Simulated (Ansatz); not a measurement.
Correlation energies of `CC#[N+][Al-]([F])([F])[F]` by basis set

Cartesian coordinates in Å:
```
C 1.873 -1.032 -0.549
C 0.652 -0.359 -0.191
N -0.316 0.174 0.093
Al -1.993 1.098 0.584
F -1.506 1.924 1.930
F -2.995 -0.194 0.830
F -2.261 1.994 -0.779
H 2.264 -0.608 -1.475
H 1.674 -2.095 -0.692
H 2.607 -0.903 0.248
```

Charge 0, multiplicity 1. The geometry is a stationary point of PBE0-D4/def2-TZVP. Frozen core, restricted reference, the Gaussian-basis code of Ansatz. CBS rows extrapolate triple and quadruple zeta; past MP2 they add the triple-zeta difference.

| basis | HF (Eh) | MP2 corr. |
| --- | --- | --- |
| def2-SVP | -672.01811 | -1.03660 |
| def2-TZVPP | -672.64590 | -1.33717 |
| def2-QZVPP | -672.67482 | -1.45142 |
| cc-pV(D+d)Z | -672.46355 | -1.04224 |
| cc-pV(T+d)Z | -672.62463 | -1.34534 |
| cc-pV(Q+d)Z | -672.66787 | -1.45623 |

**Question.** Estimate the CCSD correlation energy and the (T) correction in each basis where they were run (hartree).

**Answer.** 
```tsv
basis	CCSD corr.	(T)
def2-SVP	-1.06296	-0.02395
def2-TZVPP	-1.35071	-0.04681
CBS(def2)	-1.54959	as TZ
cc-pV(D+d)Z	-1.06739	-0.02498
cc-pV(T+d)Z	-1.35647	-0.04766
CBS(cc)	-1.54629	as TZ
```
